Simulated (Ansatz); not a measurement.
Start from `[NH2][Hf]([OH])([OH])[F]` and change one atom or group to get `[OH][Hf]([OH])([OH])[F]`.

Ansatz, PBE0-D4/def2-TZVP geometries, multiplicity 1. Each molecule was computed in one conformer, which needn't be the lowest.

Elements past krypton have def2 core potentials.

```csv
property,`[NH2][Hf]([OH])([OH])[F]`
size of the dipole moment (PBE/def2-TZVPP) / D,2.54
LUMO energy (PBE0/def2-TZVPP) / eV,-0.11
HOMO–LUMO gap (ωB97M-V/def2-TZVPP) / eV,10.63
size of the dipole moment (ωB97M-V/def2-TZVPP) / D,2.61
HOMO–LUMO gap (PBE0/def2-TZVPP) / eV,7.12
HOMO–LUMO gap (B3LYP/def2-TZVPP) / eV,6.54
```

Question: Give the same properties after the change, and the shifts. (Estimate.)

Answer: Ansatz gave: 
```csv
property,`[OH][Hf]([OH])([OH])[F]`,shift
size of the dipole moment (PBE/def2-TZVPP) / D,2.97,0.43
LUMO energy (PBE0/def2-TZVPP) / eV,-0.16,-0.05
HOMO–LUMO gap (ωB97M-V/def2-TZVPP) / eV,12.41,1.78
size of the dipole moment (ωB97M-V/def2-TZVPP) / D,3.05,0.44
HOMO–LUMO gap (PBE0/def2-TZVPP) / eV,8.84,1.72
HOMO–LUMO gap (B3LYP/def2-TZVPP) / eV,8.22,1.68
```

With PBE0 the HOMO falls by 1.76 eV and the LUMO falls by 0.05 eV, so the gap widens by about 1.71 eV. PBE moves the HOMO by -1.49 eV and ωB97M-V by -1.83 eV. The zero-point energy changes by -32.2 kJ/mol with -3 modes. Dipoles are sizes alone; their direction can turn.

Positive LUMOs are unbound, so they and the gaps depend on the basis.

B3LYP here is the variant with VWN-RPA as its local correlation; programs differ in this.
